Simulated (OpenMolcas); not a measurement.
A run on Cu2+ with its 6 nearest fluoride ions at 2.258 Å, on the Ca site of CsCaF3 (a = 4.526 Å, distance in the model lattice 2.263 Å). The rest of the host is ab initio model potentials to 7.6 Å, with orthogonalisation functions on the cations behind the ligands, and point charges beyond; the distance is set by hand and nothing relaxes. Ligand basis ANO-RCC-VDZP.

| Item | Value |
| --- | --- |
| Program | OpenMolcas 26.06 |
| Method | CASSCF |
| Basis | ANO-RCC-VDZP [5s4p2d1f] |
| Scalar Hamiltonian | DKH2, point nucleus |
| Active space | 9 electrons in 5 orbitals (3d) |
| State averaging | 2S+1 = 2 even, 5 roots |
| Spin-orbit coupling | state interaction with AMFI integrals over the reference wave functions |

142 basis functions. Blocks (2S+1, parity, CSFs, roots kept): 2, even, 5, 5.

Problem. How long do the RASSCF and RASSI steps take on 1 thread of Arm Neoverse V1 (shared host)?

Solution. About 10 s of wall time, without the integral step.
